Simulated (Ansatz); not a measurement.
Mulliken charges of `O[CH]1[SiH2][GeH2]1` from ωB97M-V/def2-TZVPP in Ansatz (PBE0-D4/def2-TZVP geometry).

```csv
atom,x (Å),y (Å),z (Å),charge (e)
O1,-1.107,0.275,-1.550,-0.304
C2,-0.757,0.044,-0.214,-0.171
Si3,0.440,-1.359,0.202,0.148
Ge4,0.864,0.856,0.701,-0.031
H5,-1.384,1.191,-1.638,0.181
H6,-1.600,0.077,0.487,0.129
H7,1.200,-1.888,-0.953,-0.002
H8,0.001,-2.411,1.151,-0.020
H9,0.590,1.560,2.033,0.033
H10,1.835,1.604,-0.216,0.039
```

**Question.** By hand: the dipole of these point charges (1 e Å = 4.8032 D).

**Answer.** Σ q r = (0.136, 0.073, 0.320) e Å, of length 0.355 e Å = 1.71 D.

**Question.** How does the dipole of the full density compare? (An estimate is asked.)

**Answer.** The calculation gave: (-0.060, 0.189, 0.165) e Å, 1.24 D; the point charges give 1.38 times that, at 50° from its direction.

Point charges leave out the atoms' own dipoles, such as those of lone pairs, and Mulliken's split depends on the basis, so the two needn't agree.
